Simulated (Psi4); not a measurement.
**Nuclear repulsion and electron count by hand**

System: arsenic trifluoride (AsF3), singlet, geometry from GFN2-xTB. Level: B3LYP/6-31G run with Psi4 1.11. Sums are taken with unrounded values, so a last digit can differ.

Coordinates (Å):

```
atom         x         y         z
----  --------  --------  --------
F1    -0.84303  -1.17073  -0.50770
As2    0.01319  -0.00552   0.42391
F3     1.41635  -0.12051  -0.56436
F4    -0.62170   1.31147  -0.48229
```

Q: Work out the nuclear repulsion energy and the numbers of alpha and beta electrons.

A: In atomic units each pair adds Z_i Z_j / r_ij, with r in bohr (1 bohr = 0.529177 Å).
| pair | r (Å) | r (bohr) | Z_i Z_j | term (Eh) |
|---|---|---|---|---|
| F1-As2 | 1.7201 | 3.2505 | 297 | 91.3702 |
| F1-F3 | 2.4922 | 4.7095 | 81 | 17.1992 |
| F1-F4 | 2.4922 | 4.7095 | 81 | 17.1992 |
| As2-F3 | 1.7201 | 3.2505 | 297 | 91.3702 |
| As2-F4 | 1.7201 | 3.2505 | 297 | 91.3702 |
| F3-F4 | 2.4922 | 4.7095 | 81 | 17.1992 |
The sum is 325.7080 Eh; Psi4 gives 325.7080 Eh. The atomic numbers add up to 60, so at charge +0 there are 60 electrons; multiplicity 1 means 0 unpaired, so 30 alpha and 30 beta.
